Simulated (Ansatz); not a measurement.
# A ladder of methods for C2H5InO (SMILES C[C](=O)[InH2])

C2H5InO: 9 atoms, total charge 0, spin state singlet. As SMILES, `C[C](=O)[InH2]`. Geometry: optimised at B3LYP/def2-SVP.

```xyz
9

C     0.3512    1.2072   -0.8531
C     0.6029   -0.0785   -0.1019
O     1.6969   -0.5986   -0.0456
In   -0.8779   -1.3137    1.0520
H     1.2788    1.5763   -1.3199
H    -0.4211    1.0370   -1.6226
H    -0.0521    1.9633   -0.1578
H    -1.6028   -2.6917    0.2700
H    -0.9758   -1.1015    2.7786
```

Quantity: the dissociation energy of the In4–C2 bond into doublet InH2 and doublet C2H3O (shapes relaxed at B3LYP/def2-SVP, no zero-point term), in eV. The values are calculated.

```
                            level                    kind  program  value (eV)
     HF/def2-SVP (core potential)            Hartree–Fock   Ansatz        1.21
    PBE/def2-SVP (core potential)                     GGA   Ansatz        2.13
 r2SCAN/def2-SVP (core potential)                meta-GGA   Ansatz        2.06
  B3LYP/def2-SVP (core potential)           global hybrid   Ansatz        1.96
wB97M-V/def2-SVP (core potential)  range-separated hybrid   Ansatz        2.24
    MP2/def2-SVP (core potential)     perturbation theory   Ansatz        2.11
```

Spin-orbit coupling, which can split open shells on such heavy atoms by tenths of an eV, is left out. The values span 1.21 to 2.24 eV. Hartree–Fock misses the correlation of the electron pair that is broken and comes out low. Measured bond enthalpies also hold zero-point and thermal terms, a few tenths of an eV less. In the correlated wave-function rows the outer d shell of In is correlated, in sets not made for it.
